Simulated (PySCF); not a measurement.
Mapped SMILES: `[OH:1][SiH:2]1[CH:3]=[CH:4][SiH2:5][CH:6]=[CH:7]1`. Hydrogens are named by the atom that carries them. Ha(Si5) is cis to O1 on the ring; Hb(Si5) is trans to O1 on the ring.

GIAO PBE0/pcSseg-1 shifts (PySCF 2.14.0 with density-fitted response routines, gas phase, non-relativistic, equivalent atoms averaged), each against references optimised in the same way as the molecule (H2O, TMS).

On the GFN2-xTB geometry: O1 33.3, Si2 -44.5, Si5 -77.4, C3/C7 160.8, C4/C6 153.7, H(C3)/H(C7) 7.57, H(C4)/H(C6) 7.43, H(Si2) 4.98, Ha(Si5) 4.48, Hb(Si5) 4.45, H(O1) 1.46 ppm.

Q: What changes on the PBE0-D3(BJ)/def2-SVP geometry?

A: 
```json
{"atoms": "O1", "δ (ppm)": "39.0", "change": "+5.7"}
{"atoms": "Si2", "δ (ppm)": "-35.6", "change": "+8.9"}
{"atoms": "Si5", "δ (ppm)": "-72.5", "change": "+4.9"}
{"atoms": "C3/C7", "δ (ppm)": "159.8", "change": "-1.0"}
{"atoms": "C4/C6", "δ (ppm)": "155.2", "change": "+1.5"}
{"atoms": "H(C3)/H(C7)", "δ (ppm)": "7.32", "change": "-0.25"}
{"atoms": "H(C4)/H(C6)", "δ (ppm)": "7.19", "change": "-0.24"}
{"atoms": "H(Si2)", "δ (ppm)": "4.93", "change": "-0.05"}
{"atoms": "Ha(Si5)", "δ (ppm)": "4.48", "change": "+0.00"}
{"atoms": "Hb(Si5)", "δ (ppm)": "4.44", "change": "-0.01"}
{"atoms": "H(O1)", "δ (ppm)": "0.78", "change": "-0.68"}
```

Bonds between heavy atoms that differ most (equivalent bonds averaged): O1–Si2 1.635 → 1.672 Å, C3–C4 1.331 → 1.348 Å, Si2–C3 1.885 → 1.872 Å, C4–Si5 1.881 → 1.873 Å. Mean change of bonds to hydrogen: O–H +0.008 Å, Si–H +0.026 Å, C–H +0.014 Å. The two structures also differ in conformation, which adds to the changes.
